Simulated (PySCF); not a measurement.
Sulfur tetrafluoride, SMILES FS(F)(F)F (F4S) at its PBE0/def2-SVP optimised geometry (Å):

```
5

F      0.7903    -0.0045     0.0000
S     -0.7903    -0.0045     0.0000
F     -0.7186    -1.6516     0.1726
F     -0.7194     1.6516     0.0000
F     -1.0933     0.0760     1.5493
```

Method: PBE0/def2-TZVP (PySCF). Cells within 0.4 Å of a nucleus heavier than hydrogen are left out (blank, or x).

Map of the deformation density (molecule minus spherical neutral atoms) (e/bohr³) on the plane z = 0.0 Å:

```
|33333333333333333333333333333|
|33333333333333333333333333333|
|33333333333333333333333333333|
|33333333333333333333333333333|
|33333333333333333333333333333|
|33333333333333333333333333333|
|33333333333223333333333333333|
|33333333445xx5443333333333333|
|33333333459xx9443333333333333|
|33333333346xx5433333333333333|
|33333333335665333333333333333|
|33333333223663223443333333333|
|33333333211210135643333333333|
|33333333333xx045xx42333333333|
|3333333335xxx375xxx1333333333|
|33333333343xx055xx42333333333|
|33333333222310235643333333333|
|33333333223653223443333333333|
|33333333335665333333333333333|
|33333333346xx5433333333333333|
|33333333459xx8443333333333333|
|33333333445444443333333333333|
|33333333343223333333333333333|
|33333333333333333333333333333|
|33333333333333333333333333333|
|33333333333333333333333333333|
|33333333333333333333333333333|
|33333333333333333333333333333|
|33333333333333333333333333333|
```
Scale: ten equal steps from -0.029 (start of '0') to 0.046 (end of '9'), in the order '0123456789'; x runs from -4.00 to 4.00, y from -4.00 (bottom) to 4.00 (top).
